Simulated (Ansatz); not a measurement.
System: B2F4, charge 0, singlet. B2F4 (SMILES FB(B(F)F)F).
B3LYP-D3(BJ)/def2-TZVP minimum from Ansatz (a first-principles code):
```xyz
6

F     -1.5495    -0.8754     0.7120
B     -0.8563    -0.0458    -0.0490
F     -1.5426     0.7102    -0.8889
B      0.8563     0.0458     0.0490
F      1.6339    -0.7156    -0.7017
F      1.4582     0.8808     0.8786
```

Wanted: atomisation energy (electronic, to ground-state atoms), in kcal/mol. Open shells are spin-unrestricted; no spin-orbit coupling. CBS(X,Y): correlation extrapolated as X^-3, Hartree-Fock from the larger set (Q,5: extrapolated as (X+1)exp(-9√X)). A bracket is a step between two methods taken in the basis named. The functionals are non-relativistic, so their misses hold any scalar relativity. Double hybrids freeze cores in their MP2 part. 'core' is core correlation in cc-pwCVTZ, 'X2C' scalar relativity in cc-pVTZ-DK, both at CCSD(T). Where a partner has so few electrons that a lower coupled-cluster level is exact, that level stands in.

CCSD(T)/CBS(cc-pVQZ,cc-pV5Z) + [CCSDT(Q) - CCSD(T)]/cc-pVDZ + core + X2C (Ansatz) gives 698.6 kcal/mol.

Q: How far off this value is PBE/def2-TZVPD (Ansatz), in which direction, and which of these levels come nearer: r2SCAN/def2-TZVPD, B3LYP/def2-TZVPD, wB97M-V/def2-TZVPD, B2PLYP/def2-TZVPD, CCSD(T)/CBS(cc-pVQZ,cc-pV5Z) + core + X2C?

A: PBE gives 718.4 kcal/mol, 19.8 kcal/mol above it. Differences of the others: r2SCAN/def2-TZVPD (Ansatz) 5.1; B3LYP/def2-TZVPD (Ansatz) -7.9; wB97M-V/def2-TZVPD (Ansatz) 0.1; B2PLYP/def2-TZVPD (Ansatz) -4.0; CCSD(T)/CBS(cc-pVQZ,cc-pV5Z) + core + X2C (Ansatz) -0.8 kcal/mol. Nearer than PBE: r2SCAN/def2-TZVPD, B3LYP/def2-TZVPD, wB97M-V/def2-TZVPD, B2PLYP/def2-TZVPD, CCSD(T)/CBS(cc-pVQZ,cc-pV5Z) + core + X2C.
